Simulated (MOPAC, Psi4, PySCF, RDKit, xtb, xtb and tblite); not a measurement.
Two geometries of SMILES C(CC(=O)C)#N, relaxed at GFN2-xTB with one dihedral held; other torsions can differ between them too.

Structure A

```
11

C      1.2953     0.3836    -0.2568
C      0.4538    -0.6557     0.4251
O      0.8626    -1.4339     1.2397
C     -1.0269    -0.6133     0.0247
C     -1.6985     0.3112     0.9018
N     -2.2136     1.0601     1.5939
H      0.8478     1.3662    -0.1162
H      1.3362     0.1798    -1.3258
H      2.3036     0.3762     0.1485
H     -1.4714    -1.6023     0.1631
H     -1.1504    -0.2819    -1.0076
```

Structure B

```
11

C     -1.3274     0.3379    -0.2912
C     -0.4682    -0.6450     0.4487
O     -0.8746    -1.4239     1.2645
C      1.0192    -0.5813     0.0779
C      1.2029    -0.8539    -1.3224
N      1.3310    -1.0721    -2.4368
H     -1.0113     1.3543    -0.0628
H     -1.2143     0.1861    -1.3636
H     -2.3694     0.2116    -0.0096
H      1.4037     0.4189     0.2949
H      1.5719    -1.3198     0.6645
```

Q: Which is lower in energy at the level Psi4 with DF-MP2 (frozen core)/cc-pVTZ // GFN2-xTB, and by how much?

A: B is lower, by 3.81 kJ/mol (dihedral O3–C2–C4–C5: 90° in A, 120° in B).

E(B) − E(A) in kJ/mol at the other levels, on the same two geometries: GFN2-xTB (xtb and tblite) -2.11; MMFF94 // GFN2-xTB (RDKit) -2.20; PBE0/def2-TZVP // GFN2-xTB (Psi4) -4.16; PBE0-D3(BJ)/def2-TZVP // GFN2-xTB (Psi4) -4.40; PBE/def2-TZVP // GFN2-xTB (Psi4) -3.91; PBE-D3(BJ)/def2-TZVP // GFN2-xTB (Psi4) -4.20; HF/cc-pVTZ // GFN2-xTB (Psi4) -3.43; UFF // GFN2-xTB (RDKit) 2.80; PM3, restricted, heats of formation // GFN2-xTB (MOPAC) -1.07; AM1, restricted, heats of formation // GFN2-xTB (MOPAC) -2.80; GFN1-xTB // GFN2-xTB (xtb) -2.81; restricted B3LYP/6-31G*, spherical d, density fitting // GFN2-xTB (PySCF) -3.92.
